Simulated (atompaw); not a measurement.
## LDA (PW92) PAW (atompaw) dataset for Ni (Z = 28), scalar-relativistic all-electron reference.

Ni (Z = 28), PAW, made with atompaw 4.2.0.5 (LDA (PW92), scalar-relativistic). Core [Ne], reference 3s2 3p6 3d8 4s0 4p0 (charge +2). Waves: 3s (bound): rc 0.90 bohr; 4s (bound, empty): rc 1.15 bohr; 3p (bound): rc 1.15 bohr; 4p (bound, empty): rc 1.25 bohr; 3d (bound): rc 1.25 bohr; 3d channel at 1.9 Ry: rc 1.25 bohr. Local part: bessel scheme, radius 0.95 bohr. Core correction: smooth core density matched at 1.10 bohr. Augmentation charge: besselshape compensation charge, radius 1.20 bohr; PAW radius 1.25 bohr; waves and projectors: custom rrkj gramschmidtortho.

(1) Does the generator finish with these settings?

Results:

(1) No. atompaw 4.2.0.5 stopped with "atompaw: The overlap operator has at least one negative eigenvalue!": the overlap operator built from these waves and projectors is not positive definite.
